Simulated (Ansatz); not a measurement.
Species: GeI$_{4}$, SMILES `[I][Ge]([I])([I])[I]` (charge 0, multiplicity 1).

Q: Give a relaxed geometry from B3LYP-D3(BJ)/def2-SVP (Ansatz, a quantum-chemistry and plane-wave program).

A: the end point of this relaxation (outside a Z-matrix the atoms follow the SMILES, hydrogens last).
Bond lengths (Å): I1–Ge2 2.538, Ge2–I3 2.538, Ge2–I4 2.538, Ge2–I5 2.538. Bond angles (°): I1–Ge2–I3 109.5, I1–Ge2–I4 109.5, I1–Ge2–I5 109.5, I3–Ge2–I4 109.5, I3–Ge2–I5 109.5, I4–Ge2–I5 109.5.
